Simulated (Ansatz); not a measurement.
Consider the alkene loss: `CCOBO` → `OBO` + `C=C`.

Calculated with Ansatz (gas phase, PBE0-D4/def2-TZVP geometries, no zero-point term in ΔE). CCSD(T)/CBS adds triple-zeta CCSD(T) − MP2 to the extrapolated MP2 energy (def2 sets, frozen cores). This one scheme is used for every species. Functionals use def2-TZVPP. B3LYP here is the variant with VWN-RPA as its local correlation; programs differ in this. One conformer a species, not always the lowest.

`CCOBO`:

Cartesian coordinates in Å:
```
C -0.850 1.231 -0.867
C -0.677 0.448 0.411
O 0.637 -0.077 0.500
B 0.878 -1.409 0.418
O 2.154 -1.865 0.486
H -1.846 1.679 -0.905
H -0.110 2.032 -0.932
H -0.732 0.583 -1.739
H -1.408 -0.366 0.470
H -0.827 1.095 1.281
H -0.008 -2.205 0.287
H 2.788 -1.148 0.590
```

`OBO`:

```xyz
6

O    -0.217    0.731   -0.783
B     0.259   -0.235    0.053
O    -0.427   -0.532    1.181
H     0.337    0.869   -1.553
H     1.270   -0.836   -0.174
H    -1.222    0.002    1.276
```

`C=C`:

Cartesian coordinates in Å:
```
C -0.407 -0.462 -0.242
C 0.407 0.462 0.242
H -0.829 -1.236 0.390
H -0.687 -0.482 -1.290
H 0.829 1.236 -0.390
H 0.687 0.482 1.290
```

```csv
level,ΔE (kJ/mol),difference from CCSD(T)/CBS
PBE-D4,76.4,11.4
r2SCAN-D4,77.5,12.5
PBE0-D4,84.2,19.2
B3LYP-D4,65.7,0.7
ωB97X-V,83.3,18.3
ωB97M-V,72.2,7.2
B2PLYP,61.5,-3.5
PBE,69.4,4.4
r2SCAN,75.4,10.4
PBE0,78.2,13.2
B3LYP,54.9,-10.1
HF/def2-TZVPP,51.7,-13.3
MP2/def2-TZVPP,71.1,6.1
SCS-MP2/def2-TZVPP,65.3,0.3
CCSD/def2-TZVPP,65.9,0.9
CCSD(T)/def2-TZVPP,66.1,1.1
HF/def2-QZVPP,51.4,-13.6
MP2/def2-QZVPP,70.4,5.4
SCS-MP2/def2-QZVPP,64.4,-0.6
HF/CBS(def2),51.4,-13.6
MP2/CBS(def2),70.1,5.1
CCSD/CBS(def2),64.8,-0.2
CCSD(T)/CBS,65.0,0
```

Largest T1 diagnostic among the species: 0.013.

From PBE to PBE0 (25 % exact exchange), in def2-TZVPP and without D4, ΔE moves by +8.8 kJ/mol. In def2-TZVPP, CCSD(T) changes the Hartree–Fock value by +14.3 kJ/mol (the triples alone add +0.2 kJ/mol) and MP2 by +19.4 kJ/mol. The D4 term adds +10.8 kJ/mol with B3LYP and +6.0 kJ/mol with PBE0; it sums over pairs of atoms, weighted by their polarisabilities, and B3LYP, whose exchange is more repulsive, gets the larger term.
